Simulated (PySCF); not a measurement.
GeCl4, SMILES [Cl][Ge]([Cl])([Cl])[Cl]. Atoms are numbered in the order given.

```xyz
5

Cl    -1.2218    -1.2218    -1.2218
Ge     0.0000     0.0000     0.0000
Cl     1.2218    -1.2218     1.2218
Cl     1.2218     1.2218    -1.2218
Cl    -1.2218     1.2218     1.2218
```

Geometry: ωB97X-D3(BJ)/def2-SVP. The isomer is the one that the SMILES or the coordinates give; other isomers of the formula were not compared.

Level of theory: TDA-CAM-B3LYP/def2-SVPD in PySCF.

Vertical excitations; the highest root listed may be one member of a degenerate set. The molecule is in vacuum. State labels are in the subgroup D2.

Problem. Estimate the UV-visible absorptions. (An estimate is asked for; the answer gives what the named calculation found.)

Solution. 
```json
[
 {"state": "S1", "symmetry": "B2", "energy (eV)": "6.16", "λ (nm)": "201", "f": "0.000", "main pairs": "HOMO−1→LUMO (degenerate set)"},
 {"state": "S2", "symmetry": "B1", "energy (eV)": "6.16", "λ (nm)": "201", "f": "0.000", "main pairs": "HOMO−2→LUMO (degenerate set)"},
 {"state": "S3", "symmetry": "B3", "energy (eV)": "6.16", "λ (nm)": "201", "f": "0.000", "main pairs": "HOMO→LUMO (degenerate set)"},
 {"state": "S4", "symmetry": "B2", "energy (eV)": "6.87", "λ (nm)": "180", "f": "0.086", "main pairs": "HOMO−4→LUMO (degenerate set)"},
 {"state": "S5", "symmetry": "B1", "energy (eV)": "6.87", "λ (nm)": "180", "f": "0.086", "main pairs": "HOMO−5→LUMO (degenerate set)"},
 {"state": "S6", "symmetry": "B3", "energy (eV)": "6.87", "λ (nm)": "180", "f": "0.086", "main pairs": "HOMO−3→LUMO (degenerate set)"},
 {"state": "S7", "symmetry": "A", "energy (eV)": "6.94", "λ (nm)": "179", "f": "0.000", "main pairs": "HOMO−6→LUMO (degenerate set)"},
 {"state": "S8", "symmetry": "A", "energy (eV)": "6.94", "λ (nm)": "179", "f": "0.000", "main pairs": "HOMO−7→LUMO (degenerate set)"},
 {"state": "S9", "symmetry": "A", "energy (eV)": "8.70", "λ (nm)": "143", "f": "0.000", "main pairs": "HOMO−1→LUMO+2 29 %, HOMO−2→LUMO+3 29 %, HOMO→LUMO+4 29 %"},
 {"state": "S10", "symmetry": "B3", "energy (eV)": "8.72", "λ (nm)": "142", "f": "0.000", "main pairs": "HOMO−8→LUMO 31 %, HOMO−2→LUMO+2 30 %, HOMO−1→LUMO+3 30 %"},
 {"state": "T1", "symmetry": "B2", "energy (eV)": "5.70", "λ (nm)": "217", "f": "0", "main pairs": "HOMO−1→LUMO (degenerate set)"},
 {"state": "T2", "symmetry": "B1", "energy (eV)": "5.70", "λ (nm)": "217", "f": "0", "main pairs": "HOMO−2→LUMO (degenerate set)"},
 {"state": "T3", "symmetry": "B3", "energy (eV)": "5.70", "λ (nm)": "217", "f": "0", "main pairs": "HOMO→LUMO (degenerate set)"},
 {"state": "T4", "symmetry": "B3", "energy (eV)": "6.15", "λ (nm)": "202", "f": "0", "main pairs": "HOMO−3→LUMO 90 %"}
]
```
Triplets are in the Tamm–Dancoff approximation.
